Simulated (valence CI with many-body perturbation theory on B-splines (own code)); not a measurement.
Results of a calculation; reference values are marked as such.
Hyperfine factors and g values of I XXXVIII

Method: valence CI with perturbative core correlation (CI+MBPT): six valence electrons over a frozen Dirac-Fock core [Ne], radial functions for each j: 9 s, 9 p, 8 d, 6 f, 3 g, 1 h, with the one-electron correlation potential Σ1, the two-electron term Σ2, the three-electron term Σ3, Breit, model QED; selected CI, second order for the rest, scaled by the run's own slope (own B-spline code, finite nucleus).

No measured spectrum was set against this ion. As an estimate, large intervals hold to a few tenths of a per cent, small ones and those within an open d or f shell to about a per cent. Among the levels kept, up to 1500 cm⁻¹ of a level comes from second order outside the variational space, and about a tenth of that is noise between levels of different J, which matters for small intervals.

A/g_I is the dipole constant over the nuclear g factor μ/I (μ in nuclear magnetons, uniformly magnetised nucleus), B/Q the quadrupole constant per barn. Both hold the static response of the core; the bare values leave it out. Large factors of s and p1/2 electrons are usually good to 5 to 10 %; those of open d and f shells near neutrality can be off by tens of per cent, and small factors of p3/2, d and f electrons come from cancelling terms and can be off by a factor of two or in sign, in half-filled shells by more. B is blank for J = 1/2, where it vanishes, and for nearly pure S terms. Energies count from the lowest level. Levels with J = 0 are left out.

Levels are named by their leading jj configuration (3d3/2^4 stands for four electrons in 3d with j = 3/2), which in mixed levels can hold well under half, so a name can repeat and another be missing. Letters in brackets count levels of one name in rising energy.

```tsv
Level	E (cm⁻¹)	g	A/g_I (MHz)	A/g_I bare	B/Q (MHz/b)	B/Q bare
(3s^2 3p1/2^2 3p3/2^2) J=2	0	1.357	62700	62500	22600	22200
(3s^2 3p1/2 3p3/2^3) J=1	557580	1.496	-21500	-19200	-60000	-58900
(3s^2 3p1/2 3p3/2^3) J=2	612230	1.132	151000	148000	-143000	-141000
(3s^2 3p1/2^2 3p3/2 3d3/2) J=2	1217600	1.085	55100	55300	-29.9	30.1
(3s^2 3p1/2^2 3p3/2 3d3/2) J=1	1241900	1.197	25900	27300	-39300	-39100
(3s^2 3p1/2^2 3p3/2 3d3/2) J=3	1258000	1.172	42900	43600	90500	89600
(3s^2 3p1/2^2 3p3/2 3d5/2) J=2	1326400	1.339	144000	142000	-92800	-90800
(3s^2 3p1/2^2 3p3/2 3d5/2) J=4	1372500	1.292	28900	29800	103000	103000
(3s^2 3p1/2^2 3p3/2 3d5/2) J=3	1498300	1.132	30500	31000	37500	38000
(3s^2 3p1/2^2 3p3/2 3d5/2) J=1 [a]	1512500	1.227	-73900	-69800	-8890	-8600
(3s 3p1/2^2 3p3/2^3) J=2	1513600	1.389	182000	179000	-87500	-86000
(3s^2 3p1/2^2 3p3/2 3d5/2) J=1 [b]	1610100	0.978	-78900	-75400	-4760	-4410
(3s^2 3p1/2 3p3/2^2 3d3/2) J=2 [a]	1737000	1.012	92900	91800	-81600	-80300
(3s^2 3p1/2 3p3/2^2 3d3/2) J=1 [a]	1742700	0.934	126000	124000	-25800	-25600
(3s^2 3p1/2 3p3/2^2 3d3/2) J=3 [a]	1774400	1.111	88800	88100	-26600	-26000
(3s^2 3p1/2 3p3/2^2 3d3/2) J=4	1828900	1.076	93000	92100	16000	16700
(3s^2 3p1/2 3p3/2^2 3d5/2) J=3 [a]	1862800	1.327	-9270	-7350	29400	29500
(3s^2 3p1/2 3p3/2^2 3d5/2) J=4 [a]	1878600	1.267	6620	7960	72300	72400
(3s^2 3p1/2 3p3/2^2 3d3/2) J=2 [b]	1888800	0.878	114000	113000	64400	64100
(3s^2 3p1/2 3p3/2^2 3d5/2) J=1	1900300	0.973	284000	278000	620	654
(3s^2 3p1/2 3p3/2^2 3d5/2) J=4 [b]	1937800	1.173	76100	75500	-6560	-5560
(3s^2 3p1/2 3p3/2^2 3d5/2) J=5	1958300	1.194	72900	72400	26800	27800
(3s^2 3p1/2 3p3/2^2 3d3/2) J=3 [b]	1991300	1.184	25100	26200	10100	10700
(3s^2 3p1/2 3p3/2^2 3d3/2) J=2 [c]	1999500	1.284	94100	93300	11400	10700
(3s^2 3p1/2 3p3/2^2 3d3/2) J=1 [b]	2002800	1.596	77900	77900	31100	30600
(3s^2 3p1/2 3p3/2^2 3d5/2) J=2 [a]	2049700	1.247	-39200	-36600	96900	96000
(3s^2 3p1/2 3p3/2^2 3d3/2) J=1 [c]	2080000	1.106	-40700	-37900	-39300	-38300
(3s^2 3p1/2 3p3/2^2 3d5/2) J=3 [b]	2088100	1.132	79900	79200	103000	102000
(3s^2 3p1/2 3p3/2^2 3d5/2) J=2 [b]	2104900	1.060	72800	72200	22800	22900
(3s^2 3p1/2 3p3/2^2 3d5/2) J=3 [c]	2142300	1.046	88200	87000	-56000	-54400
(3s^2 3p1/2 3p3/2^2 3d3/2) J=1 [d]	2144100	0.953	-2560	-1110	25500	25400
(3s^2 3p1/2 3p3/2^2 3d5/2) J=2 [c]	2198100	1.193	21600	22300	-87300	-85500
```

**Question.** Take the isotope of mass number 129, with I = 7/2, μ = 2.6165 μN and Q = -0.483 b. What is the hyperfine structure of (3s^2 3p1/2^2 3p3/2 3d5/2) J=2?

**Answer.** From the table A = 107000 MHz, B = 44800 MHz. Shifts from the centre of gravity in MHz: F = 3/2: -939000, F = 5/2: -692000, F = 7/2: -334000, F = 9/2: 145000, F = 11/2: 760000.
